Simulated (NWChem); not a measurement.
System: C$_{2}$H$_{6}$O$_{2}$Si; SMILES OC(=O)[SiH2]C

```xyz
11

C      0.6371     2.1083     0.1643
Si    -0.6907     0.8049    -0.0970
C      0.1633    -0.9254    -0.0414
O      1.3452    -1.1071    -0.2528
O     -0.6860    -1.9509     0.2286
H      0.2360     3.1179     0.0235
H      1.0549     2.0453     1.1748
H      1.4562     1.9581    -0.5466
H     -1.3175     0.9135    -1.4419
H     -1.7606     0.8591     0.9330
H     -0.1502    -2.7713     0.1957
```
Atoms are numbered in this order, from 1.

Structure relaxed at the B3LYP/6-31G* (spherical d) level.

**Question.** Give the principal values of the shielding tensors (ppm) of C1, Si2, C3, O4, O5 from Hartree-Fock/6-31G* (spherical d), GIAO (NWChem), with their diamagnetic and paramagnetic parts as GIAO splits them.

**Answer.** 
```csv
atom,σ11,σ22,σ33,isotropic,diamagnetic,paramagnetic
C1,203.3,205.1,212.4,206.9,252.5,-45.6
Si2,445.8,471.1,535.2,484.0,879.5,-395.5
C3,-102.9,40.9,109.1,15.7,247.2,-231.5
O4,-506.5,-225.6,305.5,-142.2,399.3,-541.5
O5,-41.2,180.4,286.7,142.0,397.3,-255.3
```
